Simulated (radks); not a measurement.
Values are calculated unless marked as measured or tabulated.
Task: Isoelectronic series with 12 electrons, each ion in its NIST ground configuration. Level of theory: Dirac Kohn-Sham, PBE, spin-unpolarised, spherical densities, finite nucleus; Fermi nuclear charge, rms radius of each element as measured or else 0.836 A^(1/3) + 0.57 fm (a radial shooting solver on a logarithmic mesh with Libxc functionals). Total energies (hartree) and orbital eigenvalues (Ry):

ion    configuration  E (hartree)      3s1/2      2p3/2
Mg          [Ne] 3s2   -200.27986   -0.34584   -3.41859
Si2+        [Ne] 3s2   -288.96485   -2.09730   -8.57580
S4+         [Ne] 3s2   -394.82429   -4.84529  -15.85628
Ca8+        [Ne] 3s2   -658.16393  -13.13454  -36.53361
Ti10+       [Ne] 3s2   -815.77664  -18.65577  -49.89981
Cr12+       [Ne] 3s2   -990.80189  -25.09368  -65.27781
Fe14+       [Ne] 3s2  -1183.34458  -32.45107  -82.66642
Ni16+       [Ne] 3s2  -1393.52268  -40.73238  -102.0659
Zn18+       [Ne] 3s2  -1621.46611  -49.94323  -123.4774
Ge20+       [Ne] 3s2  -1867.31845  -60.09027  -146.9028
Se22+       [Ne] 3s2  -2131.23689  -71.18110  -172.3446
Kr24+       [Ne] 3s2  -2413.39167  -83.22420  -199.8056
Sr26+       [Ne] 3s2  -2713.96762  -96.22894  -229.2893
Zr28+       [Ne] 3s2  -3033.16425  -110.2056  -260.7992
Mo30+       [Ne] 3s2  -3371.19489  -125.1652  -294.3396
Ru32+       [Ne] 3s2  -3728.29479  -141.1202  -329.9150
Pd34+       [Ne] 3s2  -4104.71305  -158.0834  -367.5300
Cd36+       [Ne] 3s2  -4500.71596  -176.0692  -407.1899
Sn38+       [Ne] 3s2  -4916.59423  -195.0929  -448.9001
Te40+       [Ne] 3s2  -5352.65157  -215.1707  -492.6665
Xe42+       [Ne] 3s2  -5809.22602  -236.3205  -538.4953
Ba44+       [Ne] 3s2   -6286.6687  -258.5612  -586.3929

Estimate the row of Ar6+ ([Ne] 3s2).

Result: E (hartree) -517.87196; 3s1/2 -8.52962; 2p3/2 -25.18286.
